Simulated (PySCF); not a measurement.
PySCF input for dihydroxy(hydroxysilyl)silane (H₆O₃Si₂), SMILES O[SiH2][SiH](O)O, PBE0/pcSseg-1. Coordinates come from a ωB97X-D3(BJ)/def2-SVP optimisation. One conformer was computed; it need not be the lowest.

```python
import numpy as np
from pyscf import gto, scf, dft
from pyscf.prop.nmr import rks as nmr

mol = gto.M(
    atom='''
    O     1.08907855    1.62902545    0.56559747
    Si    1.35437397    0.31928556   -0.47211446
    Si   -0.58924349   -0.84885347    0.05081218
    O    -1.05575145   -0.12064060    1.47365323
    O    -1.64505503   -0.60160299   -1.21676462
    H     1.73451144    2.34302579    0.57774231
    H     1.47876079    0.76962770   -1.89126446
    H     2.62522988   -0.38885952   -0.11981836
    H    -0.48095439   -2.30713137    0.32978480
    H    -0.66414938    0.76045258    1.56965746
    H    -2.51140170   -1.01741940   -1.14775854
    ''',
    basis='pcSseg-1',
    charge=0,
    spin=0,
    max_memory=1600,
    verbose=3,
)
mf = dft.RKS(mol, xc='pbe0')
mf.grids.level = 3
mf.conv_tol = 1e-10
mf.max_cycle = 100
mf.kernel()
n = nmr.NMR(mf)
n.verbose = 2
n.max_cycle_cphf = 60
sigma = n.kernel()
print('atom   isotropic/ppm   span/ppm')
for i, s in enumerate(sigma):
    w = np.linalg.eigvalsh((s + s.T) / 2)
    print(f'{mol.atom_symbol(i):2s}{i + 1:3d} {w.mean():14.3f} {w[2] - w[0]:11.3f}')
```

Log of the run:

```
converged SCF energy = -807.858987756386
atom   isotropic/ppm   span/ppm
O   1        345.586     102.398
Si  2        378.033     128.255
Si  3        364.394      53.420
O   4        260.831     163.388
O   5        262.822      92.532
H   6         30.879      24.110
H   7         26.208       7.130
H   8         26.325       7.926
H   9         26.128       8.895
H  10         27.081      20.434
H  11         29.022      19.216
```

The calculation finished and met its thresholds.
